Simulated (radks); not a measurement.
The numbers below are computed, except where a source is named.
Question: These are the eigenvalues of the occupied orbitals of an atom or ion with whole-number occupations (hartree). Level of theory: scalar-relativistic Kohn-Sham, r2SCAN, spin-polarised, spherical densities, finite nucleus; meta-GGA in the generalised Kohn-Sham scheme; Fermi nuclear charge, rms radius of each element as measured or else 0.836 A^(1/3) + 0.57 fm (a radial shooting solver on a logarithmic mesh with Libxc functionals).

1s up: -557.5397
1s down: -557.3915
2s up: -103.6041
2s down: -103.5328
2p up: -95.85523
2p down: -95.71152
3s up: -38.23042
3s down: -37.68796
3p up: -35.68800

Which element is it, and in what charge state? The configuration may be excited. Open shells, if any, are filled with parallel spins first.

Answer: Z = 36, krypton, charge +22: Kr22+ in [Ne] 3s2 3p2. The list shows which subshells hold electrons but not how many an open one holds; the 1s level, -557.54 hartree, gives Z - s = 33.4 by -(Z - s)^2/2, which with screening and relativity narrows Z to a few neighbours, and the depths of the outer levels then fix element, charge and occupations together.
